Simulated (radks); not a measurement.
Zn+, configuration [Ne] 3s2 3p(1/2: 2, 3/2: 3) 3d10 4s2 (not the ground configuration). Method: Dirac Kohn-Sham, BLYP, spin-unpolarised, spherical densities, finite nucleus; Fermi nuclear charge, rms radius 3.9283 fm; computed with a radial shooting solver on a logarithmic mesh with Libxc functionals.

Normalised radial functions P(r) = r R(r) (large component), r in bohr:

r,3p3/2,4s1/2
0.003255,0.0031,0.0349
0.004273,0.0053,0.0441
0.005564,0.0088,0.0548
0.007303,0.0148,0.0675
0.009509,0.0241,0.0813
0.01238,0.0391,0.0955
0.01625,0.0633,0.1088
0.02116,0.0995,0.1176
0.02756,0.1528,0.1180
0.03617,0.2307,0.1041
0.0471,0.3311,0.0709
0.06133,0.4515,0.0149
0.0805,0.5783,-0.0631
0.1048,0.6661,-0.1433
0.1376,0.6586,-0.1993
0.1792,0.4900,-0.1890
0.2333,0.1276,-0.0888
0.3062,-0.4015,0.0925
0.3987,-0.9176,0.2683
0.5192,-1.2393,0.3345
0.6815,-1.2366,0.2095
0.8874,-0.9575,-0.0759
1.155,-0.5801,-0.4109
1.517,-0.2616,-0.6658
1.975,-0.0877,-0.7332
2.592,-0.0188,-0.6121
3.375,-0.0025,-0.3930
4.395,-0.0002,-0.1869
5.769,0.0000,-0.0586
7.512,0.0000,-0.0118

3p3/2: eigenvalue -100.11 eV, 1 radial node at r = 0.250 bohr, <r> = 0.709 bohr, 90 % of the charge inside 1.09 bohr. 4s1/2: eigenvalue -16.008 eV, 3 radial nodes at r = 0.0649, 0.269, 0.834 bohr, <r> = 2.27 bohr, 90 % of the charge inside 3.41 bohr.
